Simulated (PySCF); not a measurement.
Work out the structure from these simulated measurements.

Formula: C2H8F2OSi2.

| Item | Value |
| --- | --- |
| UV, first state | lowest singlet excitation: 6.63 eV (187 nm, f = 0.042) [TDDFT wB97X-D/def2-SVPD] |
| Dipole | 2.97 D [wB97X-D/def2-SVPD] |
| 13C NMR | chemical shifts (computed TMS as zero) by class: 119.5 (1 C), 59.8 (1 C) ppm [GIAO PBE0/pcSseg-1] |
| 1H NMR | chemical shifts (computed TMS as zero) by class: 5.82 (1 H), 5.80 (1 H), 5.71 (1 H), 4.05 (1 H), 3.99 (1 H), 3.68 (3 H) ppm [GIAO PBE0/pcSseg-1] |
| Rotational structure | rotational constants A, B, C: 3.075, 0.866, 0.799 GHz [GFN2-xTB] |
| UV, strongest line | among the 8 lowest singlet transitions: S7 at 8.26 eV (150 nm, f = 0.044) [TDDFT wB97X-D/def2-SVPD] |

The electronic properties come from PySCF, for the isolated species, density fitting. Levels stand in brackets. Geometry: GFN2-xTB, one conformer, isolated molecule. NMR classes are plain means over equivalent atoms (diastereotopic ones count apart unless rotation or inversion swaps them), as if these changed places fast.

Task: Propose a structure and show how it fits.

Result: Numbering: `[CH3:1][O:2][C@H:3]([F:4])[SiH2:5][SiH2:6][F:7]`. Its formula, C2H8F2OSi2, gives 0 degrees of unsaturation, so no ring and no π bond. 2 carbons fall into 2 classes; from least to most shielded: sp3 C–F carbon [C3] (119.5 ppm), methoxy carbon [C1] (59.8 ppm). Hydrogen classes from least to most shielded: 1 H on a fluorine-bound silicon, Si6 (5.82 ppm), 1 H on a fluorine-bound silicon, Si6 (5.80 ppm), 1 H on an sp3 C–F carbon, C3 (5.71 ppm), 1 H on an SiH2 silicon, Si5 (4.05 ppm), 1 H on an SiH2 silicon, Si5 (3.99 ppm), 3 H on a methoxy carbon, C1 (3.68 ppm, a mean of values up to 0.9 ppm apart in this geometry). The optimised geometry has point group C1 and is an asymmetric top. Structure: `CO[C@H](F)[SiH2][SiH2]F`. The assignments are read from this structure; whether some other isomer fits the data as well wasn't checked. The mirror image fits equally.

Conformer computed: `[CH3:1][O:2][C@H:3]([F:4])[SiH2:5][SiH2:6][F:7]`: C1–O2–C3–F4 -67°, O2–C3–Si5–Si6 50°, C3–Si5–Si6–F7 180°.
